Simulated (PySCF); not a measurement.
A calculated (UHF, PySCF 2.14, cc-pVTZ-DK, the spin-free X2C one-electron Hamiltonian (Gaussian nucleus)) atom or ion has these occupied shells.

```
shell  electrons  orbital energy (eV)  rms radius, mean of both spins (bohr)
 1s α          1              -1877.0                                  0.129
 1s β          1              -1876.7                                  0.129
 2s α          1              -168.32                                  0.612
 2s β          1              -168.03                                  0.612
 2p α          3              -115.99                                  0.599
 2p β          3              -115.43                                  0.599
 3s α          1              -16.894                                   2.38
 3s β          1              -12.630                                   2.38
 3p α          2               -8.167                                   2.97
```

(1) Name the element and its charge.

## Answers

(1) Si (silicon, neutral), in [Ne] 3s2 3p2, high-spin 3P determinant.
